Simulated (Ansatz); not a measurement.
Ansatz (a quantum-chemistry and plane-wave program) job for C₂H₄N₂OSi, SMILES O[SiH]1N=CC=N1, PBE0/def2-SVPD. Geometry optimised at r2SCAN-D4/def2-SVP. This is a generated structure with no PubChem entry under its InChIKey; it may be hypothetical. The values are those of a single conformer.

Ansatz 0.2 input:
```yaml
crystal:
  periodic: [false, false, false]
  atoms:
    - {symbol: O, position_ang: [2.07046339, 0.50554372, 0.00000000]}
    - {symbol: Si, position_ang: [0.70295105, -0.41361968, -0.00000000]}
    - {symbol: N, position_ang: [-0.43411286, -0.07153755, 1.34792133]}
    - {symbol: C, position_ang: [-1.54149583, 0.19044907, 0.76638150]}
    - {symbol: C, position_ang: [-1.54149584, 0.19044907, -0.76638150]}
    - {symbol: N, position_ang: [-0.43411285, -0.07153754, -1.34792133]}
    - {symbol: H, position_ang: [1.97524038, 1.46523526, 0.00000000]}
    - {symbol: H, position_ang: [1.13572536, -1.82649142, 0.00000000]}
    - {symbol: H, position_ang: [-2.47022879, 0.41185936, 1.32603343]}
    - {symbol: H, position_ang: [-2.47022879, 0.41185935, -1.32603344]}
basis:
  gaussian:
    orbitals: def2-SVPD
hamiltonian:
  xc: {name: PBE0}
```

Output:

```
WARN ansatz: RAYON_NUM_THREADS=1 ignored (pool sized by the plan → 1); use --threads N
Functional definition: PBE0
integrals: 0.09 GiB planned
1374 factors; their error is unknown
mean field: 0.79 GiB planned
mean field evaluation 1: about -15017.1810 eV, gradient 6.7e1 eV
mean field evaluation 2: about -15006.0500 eV, gradient 9.9e1 eV
mean field evaluation 4: about -15025.7065 eV, gradient 4.8e0 eV
mean field evaluation 8: about -15025.7586 eV, gradient 3.1e-1 eV
mean field evaluation 16: about -15025.8112 eV, gradient 1.3e-4 eV
mean field -15025.81123881 eV, -552.1883781655 hartree, gradient 1.3e-5 eV, S^2 0.000000; 0 other end points of the search recorded, 0 dependent functions left out
reference -15025.81127601 eV, -552.1883795326 hartree; 26, 26 occupied and 133, 133 virtual orbitals, 1374 factors
Total energy: -15025.81127601 eV, -552.1883795326 hartree
```

The run converged.
